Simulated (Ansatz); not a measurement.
All numbers were calculated with Ansatz.

A structure relaxed at PBE0-D4/def2-TZVP, charge 0, multiplicity 1:

```xyz
11

C    -0.0806    0.8774    1.5899
Si    0.1980    0.8647   -0.2482
F     1.7038    1.3503   -0.5471
Sn   -0.1055   -1.4738   -1.2722
H     0.5864    0.1780    2.0982
H     0.0868    1.8771    1.9983
H    -1.1117    0.5870    1.8108
H    -0.7068    1.8426   -0.9125
H     0.9233   -2.6131   -0.5212
H     0.2216   -1.4830   -2.9472
H    -1.7154   -2.0071   -1.0490
```

Q: Give its formula and SMILES.

A: CH7FSiSn, `C[SiH](F)[SnH3]`.

Q: Summarise the bond lengths by kind.

A: 1 × C–Si 1.859 Å; 3 × C–H 1.092 to 1.094 Å; 1 × F–Si 1.610 Å; 1 × Si–Sn 2.571 Å; 1 × H–Si 1.489 Å; 3 × H–Sn 1.707 to 1.711 Å.
